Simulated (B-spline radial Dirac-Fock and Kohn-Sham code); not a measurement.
**The K (1s) hole of tin ions: width and yield against charge**

These are calculated numbers from a B-spline atomic structure program; the model is independent-particle radiative and Coulomb Auger rates from relativistic LDA hole-state orbitals, with Dirac-Fock energies. Tabulated ground configurations, configuration averages; single configurations, so decays that open only by mixing (as 1s 2s² with 1s 2p² in Be-like ions) are missing and such tiny yields are far too low.

```tsv
ion	configuration	radiative (eV)	non-radiative (eV)	yield
Sn	[Kr] 4d10 5s2 5p2	7.15	1.17	0.859
Sn⁺	[Kr] 4d10 5s2 5p1	7.14	1.17	0.859
Sn²⁺	[Kr] 4d10 5s2	7.14	1.17	0.859
Sn³⁺	[Kr] 4d10 5s1	7.14	1.17	0.860
Sn⁴⁺	[Kr] 4d10	7.14	1.17	0.860
Sn⁵⁺	[Kr] 4d9	7.15	1.17	0.860
Sn⁶⁺	[Kr] 4d8	7.15	1.17	0.860
Sn⁷⁺	[Kr] 4d7	7.16	1.17	0.859
```
